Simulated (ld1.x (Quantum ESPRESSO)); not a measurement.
Ce, PAW: configuration errors across variants

cerium (Ce), PAW, made with ld1.x (Quantum ESPRESSO) 7.5 (BLYP, scalar-relativistic). Core [Kr] 4d10 4f1, reference 5s2 5p6 5d1 6s1 6p1. Waves: 5s (bound): rcut 1.95, rcutus 2.40 bohr; 6s (bound): rcut 1.95, rcutus 2.40 bohr; 5p (bound): rcut 2.60, rcutus 3.30 bohr; 6p (bound): rcut 2.60, rcutus 3.30 bohr; 5d (bound): rcut 1.85, rcutus 2.20 bohr; 5d channel at 0.75 Ry: rcut 1.85, rcutus 2.20 bohr. Local part: all-electron potential smoothed inside 1.70 bohr (lloc = -1). Core correction: Bessel-smoothed model core, default radius (core density twice the valence density). Augmentation charge: BESSEL, radius 1.90 bohr.

All-electron excitation energies from the reference (eV): (1) 5s2 5p6 5d1 6s2 6p0 -2.476; (2) 5s2 5p6 5d1 6s1 6p0 3.503; (3) 5s2 5p6 5d1 6s0 6p0 14.663.

The default core radius of the base comes out at 1.12 bohr.

The overlap operator is not positive definite (basis up to 400 Ry) in “base”, “core correction a·sin(br)/r model core, default radius (ld1.x builds one for every PAW set, though the input has nlcc=.false.)”, “waves 5d (bound): rcut 1.85, rcutus 2.42 bohr; 5d channel at 0.75 Ry: rcut 1.85, rcutus 2.42 bohr”, “wave 5d channel at 0.75 Ry: rcut 1.85, rcutus 2.20 bohr becomes 5d channel at 0.02 Ry: rcut 1.85, rcutus 2.20 bohr”, “waves 5s (bound): rcut 1.86, rcutus 1.98 bohr; 6s (bound): rcut 1.86, rcutus 1.98 bohr”, “local potential all-electron potential smoothed inside 2.60 bohr (lloc = -1)”, “waves 5p (bound): rcut 2.60, rcutus 4.16 bohr; 6p (bound): rcut 2.60, rcutus 4.16 bohr”, “augmentation BESSEL, radius 1.95 bohr”, “all radii but the core radius scaled by about 0.95 (s 2.28, p 3.12, d 2.08 bohr, rcut 1.84/2.46/1.76); local potential all-electron potential smoothed inside 1.60 bohr (lloc = -1); augmentation BESSEL, radius 1.80 bohr”. Such files are unfit for use, however small their errors in these radial tests.

Tests that are not counted but printed errors over 1 eV. “waves 5s (bound): rcut 1.86, rcutus 1.98 bohr; 6s (bound): rcut 1.86, rcutus 1.98 bohr”: 5s1 5p6 5d1 6s2 6p0 (solver errors, printed error -544 eV). “waves 5p (bound): rcut 2.60, rcutus 4.16 bohr; 6p (bound): rcut 2.60, rcutus 4.16 bohr”: 5s2 5p6 5d1 6s0 6p2 (solver errors, printed error -750 eV).

3 further variants failed, have other tests or another functional or relativity, and are left out.

The file “core correction a·sin(br)/r model core, default radius (ld1.x builds one for every PAW set, though the input has nlcc=.false.)” misses its own reference levels by 0.3 eV. The file “waves 5p (bound): rcut 2.60, rcutus 4.16 bohr; 6p (bound): rcut 2.60, rcutus 4.16 bohr” misses its own reference levels by 2.4 eV.

Errors AE − PS in meV (a dash: test not solved or not reliable):

```csv
change,(1),(2),(3),bound ghosts
base,-0.9,+0.4,+5.4,not determined (overlap not positive)
"core correction a·sin(br)/r model core, default radius (ld1.x builds one for every PAW set, though the input has nlcc=.false.)",–,–,–,not determined (overlap not positive)
"waves 5d (bound): rcut 1.85, rcutus 2.42 bohr; 5d channel at 0.75 Ry: rcut 1.85, rcutus 2.42 bohr",-0.8,+0.3,+5.4,not determined (overlap not positive)
"wave 5d channel at 0.75 Ry: rcut 1.85, rcutus 2.20 bohr becomes 5d channel at 0.02 Ry: rcut 1.85, rcutus 2.20 bohr",-0.9,+0.4,+5.4,not determined (overlap not positive)
"waves 5s (bound): rcut 1.86, rcutus 1.98 bohr; 6s (bound): rcut 1.86, rcutus 1.98 bohr",+4.0,+2.4,+6.4,not determined (overlap not positive)
local potential all-electron potential smoothed inside 2.60 bohr (lloc = -1),+5.1,+4.7,+6.7,not determined (overlap not positive)
"waves 5p (bound): rcut 2.60, rcutus 4.16 bohr; 6p (bound): rcut 2.60, rcutus 4.16 bohr",+1979,+1977,+1977,not determined (overlap not positive)
"augmentation BESSEL, radius 1.95 bohr",-0.9,+0.2,+4.9,not determined (overlap not positive)
"all radii but the core radius scaled by about 0.95 (s 2.28, p 3.12, d 2.08 bohr, rcut 1.84/2.46/1.76); local potential all-electron potential smoothed inside 1.60 bohr (lloc = -1); augmentation BESSEL, radius 1.80 bohr",+3.9,+1.6,+2.1,not determined (overlap not positive)
```

(1) Give the same row for: local potential all-electron potential smoothed inside 3.68 bohr (lloc = -1).

## Answers

(1) +11, +3.2, -7.3; bound ghosts: none. Not counted: 5s1 5p6 5d1 6s2 6p0 (solver errors, printed error -585 eV).
